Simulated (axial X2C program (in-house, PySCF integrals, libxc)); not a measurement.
Worked dissociation energy of ZrP⁺: CCSD, spin-free

All values were computed with an axial X2C code built on PySCF integrals. Spin-free means the one-electron spin-free X2C Hamiltonian. Basis: Zr dyall-cv3z [11s12p9d6f3g], P dyall-v3z [8s7p2d1f] (cores contracted in-house); Gaussian nuclei, density fitting, unrestricted open shells. Masses: Zr 89.905 u, P 30.974 u.

Molecular state: M_S = 0, Λ = 0 (closed shell).

Correlated methods: 8 electrons correlated (number of frozen shells: Zr 4 s, 3 p, 1 d; P 2 s, 1 p), 280 virtual spin orbitals or spinors in MP2, 88 natural virtuals in coupled cluster.

```
E(Zr+) (2M_S = 3, M_L = 2) : -3596.050631 hartree
E(P) (2M_S = 3, M_L = 0)   : -341.638602 hartree
E(ZrP⁺) at Re              : -3937.797470 hartree
ωe                         : 524.1 cm⁻¹
ωexe                       : 1.17 cm⁻¹
```

Question: Work out De and D0.

Answer: De = -3596.050631 + (-341.638602) − (-3937.797470) = 0.10824 hartree = 2.945 eV. The zero-point energy is ωe/2 − ωexe/4 = 262 cm⁻¹ = 0.032 eV, so D0 = 2.913 eV.

Occupations by symmetry block were frozen at the best pattern of an incomplete PBE0 search. The closed shell is kept restricted, so the energy runs too high when the bond is stretched far. De is counted from the lowest determinant-based energies of the atoms at the same level, without counterpoise correction. CCSD ran in a truncated set of natural virtual spinors with an MP2 remainder; without triples it tends to underbind. The outer-core s and p shells of the metal are frozen in the correlated rows, which leaves out core–valence correlation; for alkali and alkaline-earth bonds that tends to lengthen them. The T1 diagnostic is large, a sign of multireference character. With the outer-core shells frozen, correlated bond lengths of heavy atoms tend to come out a few hundredths of an ångström too long.

Each atomic determinant is the lowest at this level and need not be a pure term. Totals compare only within one Hamiltonian and basis.
